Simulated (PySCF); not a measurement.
# Spin-rotation constants: SMILES C#Cc1cccc2c1CC2, C₁₀H₈

Molfile (atoms numbered from 1):
```
C10H8
     RDKit          3D

 18 19  0  0  0  0  0  0  0  0999 V2000
    3.5855   -0.2085    0.3421 C   0  0  0  0  0  0  0  0  0  0  0  0
    2.4344    0.1073    0.2120 C   0  0  0  0  0  0  0  0  0  0  0  0
    1.0759    0.4677    0.0575 C   0  0  0  0  0  0  0  0  0  0  0  0
    0.6854    1.8093   -0.1004 C   0  0  0  0  0  0  0  0  0  0  0  0
   -0.6402    2.1727   -0.2542 C   0  0  0  0  0  0  0  0  0  0  0  0
   -1.6752    1.2342   -0.2618 C   0  0  0  0  0  0  0  0  0  0  0  0
   -1.2881   -0.0741   -0.1081 C   0  0  0  0  0  0  0  0  0  0  0  0
    0.0435   -0.4506    0.0468 C   0  0  0  0  0  0  0  0  0  0  0  0
   -0.2912   -1.9148    0.1454 C   0  0  0  0  0  0  0  0  0  0  0  0
   -1.7801   -1.4969   -0.0272 C   0  0  0  0  0  0  0  0  0  0  0  0
    4.5916   -0.4827    0.4557 H   0  0  0  0  0  0  0  0  0  0  0  0
    1.4501    2.5733   -0.1015 H   0  0  0  0  0  0  0  0  0  0  0  0
   -0.8802    3.2197   -0.3739 H   0  0  0  0  0  0  0  0  0  0  0  0
   -2.7037    1.5405   -0.3824 H   0  0  0  0  0  0  0  0  0  0  0  0
   -0.0513   -2.3773    1.1018 H   0  0  0  0  0  0  0  0  0  0  0  0
    0.1096   -2.5312   -0.6581 H   0  0  0  0  0  0  0  0  0  0  0  0
   -2.4183   -1.7144    0.8279 H   0  0  0  0  0  0  0  0  0  0  0  0
   -2.2565   -1.8679   -0.9333 H   0  0  0  0  0  0  0  0  0  0  0  0
  1  2  3  0
  2  3  1  0
  3  4  1  0
  4  5  2  0
  5  6  1  0
  6  7  2  0
  7  8  1  0
  8  9  1  0
  9 10  1  0
  8  3  2  0
 10  7  1  0
  1 11  1  0
  4 12  1  0
  5 13  1  0
  6 14  1  0
  9 15  1  0
  9 16  1  0
 10 17  1  0
 10 18  1  0
M  END
```

Computed with GIAO B3LYP/pcSseg-1 magnetisability, rotational g tensor and spin-rotation constants, non-relativistic, gas phase (PySCF 2.14.0). Geometry: GFN2-xTB.

Task: Give the nuclear spin-rotation constants along the inertial axes (H = +C I·J) beside the isotropic shieldings.

Result: Rotational constants 2.1886, 1.3042, 0.8257 GHz. A star marks the isotopologue with that one atom substituted, in its own axes.
| atom | isotope | Caa (kHz) | Cbb (kHz) | Ccc (kHz) | mean (kHz) | σ (ppm) |
| --- | --- | --- | --- | --- | --- | --- |
| H11 | 1H | 0.046 | -0.131 | -0.095 | -0.060 | 29.0 |
| H12 | 1H | 0.045 | -0.007 | -0.085 | -0.015 | 24.3 |
| H13 | 1H | -0.217 | 0.141 | -0.083 | -0.053 | 24.5 |
| H14 | 1H | 0.187 | -0.101 | -0.086 | 0.000 | 24.6 |
| H15 | 1H | -0.224 | -0.067 | -0.007 | -0.099 | 28.5 |
| H16 | 1H | -0.224 | -0.068 | -0.007 | -0.100 | 28.5 |
| H17 | 1H | -0.131 | -0.126 | -0.007 | -0.088 | 28.6 |
| H18 | 1H | -0.132 | -0.127 | -0.007 | -0.088 | 28.6 |
| C1 | 13C* | 0.302 | 0.379 | 0.271 | 0.317 | 94.3 |
| C2 | 13C* | 0.067 | 0.439 | 0.319 | 0.275 | 96.5 |
| C3 | 13C* | 0.980 | 0.469 | 0.097 | 0.515 | 60.1 |
| C4 | 13C* | 0.990 | 0.546 | 0.105 | 0.547 | 43.2 |
| C5 | 13C* | 0.787 | 0.649 | 0.093 | 0.510 | 48.9 |
| C6 | 13C* | 1.009 | 0.485 | 0.096 | 0.530 | 54.0 |
| C7 | 13C* | 0.999 | 0.618 | 0.113 | 0.576 | 29.1 |
| C8 | 13C* | 0.897 | 0.699 | 0.116 | 0.571 | 25.4 |
| C9 | 13C* | 0.348 | 0.239 | 0.135 | 0.241 | 150.7 |
| C10 | 13C* | 0.400 | 0.203 | 0.135 | 0.246 | 151.3 |

For the geometry as given, no vibrational averaging.
